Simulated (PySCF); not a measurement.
Compound: hexafluoropropylene, C₃F₆.
Structure used (GFN2-xTB), in Å, numbered top down from 1:
```
atom  x, y, z in Å
F1     1.1520    0.9925   -1.4677
C2     1.3006    0.4554   -0.2818
F3     2.5400    0.5567    0.1352
C4     0.3243   -0.1211    0.4187
F5     0.5811   -0.6390    1.6259
C6    -1.1206   -0.2711   -0.0132
F7    -1.9465    0.3637    0.8217
F8    -1.4881   -1.5539   -0.0320
F9    -1.3293    0.2228   -1.2321
```

The closed-shell SCF was solved with PySCF and density fitting under several settings on one GFN2-xTB geometry (grid level 2 and gas phase unless stated).

```csv
settings,basis functions,SCF cycles,E (Eh),HOMO (eV),LUMO (eV),dipole (D)
PBE0/pcSseg-1,153,14,-712.5825,-8.43,-0.62,1.04
CAM-B3LYP/def2-SVPD,198,13,-712.6497,-10.04,0.32,1.03
```

Q: Estimate the row for these settings: HSE06/6-311+G(2d,p).

A: 
```tsv
settings	basis functions	SCF cycles	E (Eh)	HOMO (eV)	LUMO (eV)	dipole (D)
HSE06/6-311+G(2d,p)	243	14	-712.9359	-8.08	-1.10	1.04
```

Q: Over all rows, what range does the HOMO–LUMO gap span?

A: From 6.98 eV (HSE06/6-311+G(2d,p)) to 10.36 eV (CAM-B3LYP/def2-SVPD). The functional of the narrowest has 25 % exact exchange at short range alone, that of the widest range-separated exact exchange.

Cycle counts include a coarse-grid stage where the run had one. All basis functions are spherical, in the Pople sets too.
